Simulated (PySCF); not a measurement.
Simulated absorption spectrum

Compound: C8H8OS.
SMILES: `C=C[S@@](=O)C1=CC=CC=C1`

Computed, not measured: TDDFT CAM-B3LYP/def2-SVPD, vertical, gas phase, core orbitals frozen in the response in PySCF. Isolated species at its PBE0-D3(BJ)/def2-SVP geometry (one conformer only). Torsions of this conformer, `[CH2:1]=[CH:2][S@@:3](=[O:4])[c:5]1[cH:6][cH:7][cH:8][cH:9][cH:10]1`: C1–C2–S3–O4 9°, C2–S3–C5–C6 -100°.

Broadening: Gaussians 0.3 eV wide at half height, area fixed by f = 4.319×10⁻⁹ ∫ε dν̃. The width is an assumption, not a result. The curve ends short of the highest state used, and states not computed would add to its high-energy end.

E (eV), ε (L mol⁻¹ cm⁻¹) and a bar:
```
     4.89          3 
     4.91          6 
     4.93         10 
     4.96         21 
     4.98         34 
     5.01         68 
     5.03        105 
     5.06        192 #
     5.08        279 #
     5.11        467 #
     5.13        641 ##
     5.16        987 ###
     5.18       1282 ####
     5.21       1826 ######
     5.23       2255 #######
     5.26       2989 #########
     5.28       3528 ###########
     5.31       4391 ##############
     5.33       4985 ################
     5.36       5876 ##################
     5.38       6450 ####################
     5.41       7243 #######################
     5.43       7701 ########################
     5.46       8240 ##########################
     5.48       8472 ##########################
     5.50       8583 ###########################
     5.53       8500 ###########################
     5.55       8272 ##########################
     5.58       7690 ########################
     5.60       7168 ######################
     5.63       6258 ####################
     5.65       5620 ##################
     5.68       4714 ###############
     5.70       4198 #############
     5.73       3635 ###########
     5.75       3432 ###########
     5.78       3409 ###########
     5.80       3580 ###########
     5.83       4091 #############
     5.85       4572 ##############
     5.88       5443 #################
     5.90       6084 ###################
     5.93       7065 ######################
     5.95       7692 ########################
     5.98       8526 ###########################
     6.00       8976 ############################
     6.02       9319 #############################
     6.05       9591 ##############################
     6.07       9594 ##############################
     6.10       9324 #############################
     6.12       8969 ############################
     6.15       8220 ##########################
     6.17       7622 ########################
     6.20       6682 #####################
     6.22       6102 ###################
     6.25       5439 #################
```

(1) Locate the maxima and give the states behind the curve.

(2) Coming from long wavelengths, where does ε first pass 100 L mol⁻¹ cm⁻¹?

(3) On this curve, what absorbance would a 10⁻⁵ mol/L sample give at 248 nm over a 1 cm path?

Results:

(1) 225 nm (5.51 eV), ε about 8600, made up of S2 (22%) and S3 (77%); 205 nm (6.06 eV), ε about 9600, made up of S4 (33%), S5 (17%) and S6 (51%) (ε in L mol⁻¹ cm⁻¹; maxima over ε = 5, shares over 10%). The states used: S1 5.34 eV (f 0.0028); S2 5.37 eV (f 0.037); S3 5.55 eV (f 0.077); S4 5.95 eV (f 0.050); S5 6.10 eV (f 0.019); S6 6.12 eV (f 0.060); S7 6.55 eV (f 0.222); S8 6.74 eV (f 0.023); S9 6.82 eV (f 0.199); S10 6.85 eV (f 0.162).

(2) At about 247 nm (5.03 eV), 0.31 eV below S1.

(3) 248 nm is 4.999 eV, where ε is about 54 L mol⁻¹ cm⁻¹, so A = ε c l ≈ 0.00054 (Beer–Lambert, with the gas-phase spectrum and the assumed width).

The vertical ionisation energy (ΔSCF) is 8.80 eV, 1.95 eV above S10.
